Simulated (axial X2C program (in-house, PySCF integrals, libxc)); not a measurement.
Outer orbitals of SnO at 1.823 Å, r2SCAN

Computed with an in-house relativistic program for diatomic molecules. Spin-free means the one-electron spin-free X2C Hamiltonian; two-component (2c) means X2C with spin–orbit coupling and atomic mean-field two-electron Coulomb and Gaunt terms, so the difference of the two also holds small scalar two-electron terms. Basis: Sn dyall-cv3z [11s12p9d4f1g], O dyall-av3z [7s6p3d2f] (cores contracted in-house); Gaussian nuclei, density fitting, unrestricted open shells. Masses: Sn 119.902 u, O 15.995 u.

The distance is close to the 2c PBE0 minimum; the highest filled and lowest empty levels are listed.

Spin-free orbitals, state M_S = 0, Λ = 0 (closed shell) (Löwdin shares):

| symmetry | occupied | ε (eV) | atomic character |
| --- | --- | --- | --- |
| σα | yes | -27.37 | 87% Sn d, 9% O s |
| δ-α | yes | -26.96 | 100% Sn d |
| δ+α | yes | -26.96 | 100% Sn d |
| π-α | yes | -26.70 | 99% Sn d |
| π+α | yes | -26.70 | 99% Sn d |
| σα | yes | -22.29 | 68% O s, 16% Sn d, 7% Sn p |
| σα | yes | -10.92 | 55% Sn s, 32% O p, 7% O s |
| π-α | yes | -6.96 | 78% O p, 17% Sn p, 2% Sn d |
| π+α | yes | -6.96 | 78% O p, 17% Sn p, 2% Sn d |
| σα | yes | -6.75 | 56% O p, 25% Sn p, 13% Sn s |
| π-α | no | -2.91 | 70% Sn p, 17% O p, 7% Sn d |
| π+α | no | -2.91 | 70% Sn p, 17% O p, 7% Sn d |
| σα | no | 0.03 | 55% Sn p, 21% Sn d, 11% O s |
| σα | no | 2.44 | 60% Sn s, 17% O s, 12% O p |

One partner of each degenerate Kramers or spin pair is listed.

Spinors with spin–orbit coupling (state Ω = 0):

```csv
ω,occupied,ε (eV),atomic character,λ mixture
1/2,yes,-27.63,"91% Sn d, 6% O s","74% σ, 26% π"
3/2,yes,-27.50,100% Sn d,"87% δ, 13% π"
1/2,yes,-26.64,"94% Sn d, 4% O s","74% π, 26% σ"
5/2,yes,-26.57,100% Sn d,100% δ
3/2,yes,-26.35,99% Sn d,"87% π, 13% δ"
1/2,yes,-22.29,"68% O s, 16% Sn d, 7% Sn p",100% σ
1/2,yes,-10.91,"54% Sn s, 32% O p, 7% O s",100% σ
1/2,yes,-7.02,"75% O p, 19% Sn p, 2% Sn d","93% π, 7% σ"
3/2,yes,-6.92,"79% O p, 16% Sn p, 3% Sn d",100% π
1/2,yes,-6.73,"58% O p, 24% Sn p, 12% Sn s","93% σ, 7% π"
1/2,no,-3.03,"69% Sn p, 18% O p, 7% Sn d",100% π
3/2,no,-2.79,"71% Sn p, 16% O p, 7% Sn d",100% π
1/2,no,0.04,"54% Sn p, 21% Sn d, 11% O s",100% σ
1/2,no,2.44,"59% Sn s, 17% O s, 12% O p",100% σ
```

One partner of each degenerate Kramers or spin pair is listed.

How does the gap between the highest filled and lowest empty level change from the spin-free to the 2c table?

From 3.84 to 3.70 eV at r2SCAN, a change of -0.14 eV.

Mulliken charges and populations of the two-component result (they depend on the basis, above all on diffuse functions):

Sn 0.88 e (s 9.84 p 19.22 d 20.03 f 0.02), O -0.88 e (s 4.02 p 4.82 d 0.04).

Occupations by symmetry block were frozen at the best pattern of an incomplete PBE0 search.
